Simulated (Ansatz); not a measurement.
F2O2W (SMILES [O]=[W](=[O])([F])[F]), singlet, geometry from GFN2-xTB (such geometries of metal compounds can be far from the true shape) (core potentials on W); CAM-B3LYP/def2-TZVP (Ansatz, a program for electronic structure).

The Ansatz input:
Ansatz 0.2 input:
```yaml
crystal:
  periodic: [false, false, false]
  atoms:
    - {symbol: W, position_ang: [0.05453469, -0.01229364, 0.01898381]}
    - {symbol: O, position_ang: [1.33021958, -0.36866856, -1.02208045]}
    - {symbol: O, position_ang: [0.47445724, -0.03815580, 1.65029802]}
    - {symbol: F, position_ang: [-0.69399949, 1.60693263, -0.42097719]}
    - {symbol: F, position_ang: [-1.35855398, -1.14422997, -0.29352756]}
basis:
  gaussian:
    orbitals: def2-TZVP
hamiltonian:
  xc: cam_b3lyp
```

The log (banner, timings and long lists left out):

```
Functional definition: CAM-B3LYP
994 factors; their error is unknown
194 factors; integrals over basis functions are off by at most 8.7e-6 eV
mean field evaluation 1: about -11340.9993 eV, gradient 1.1e2 eV
mean field evaluation 2: about -11206.0053 eV, gradient 3.0e2 eV
mean field evaluation 4: about -11359.0075 eV, gradient 2.3e1 eV
mean field evaluation 8: about -11359.7152 eV, gradient 2.3e-1 eV
mean field evaluation 16: about -11359.7494 eV, gradient 8.7e-5 eV
mean field -11359.74942556 eV, -417.4630914747 hartree, gradient 2.6e-5 eV, S^2 0.000000; 0 other end points of the search recorded, 0 dependent functions left out
reference -11359.74953368 eV, -417.4630954481 hartree; 24, 24 occupied and 140, 140 virtual orbitals, 994 factors
Total energy: -11359.74953368 eV, -417.4630954481 hartree
```
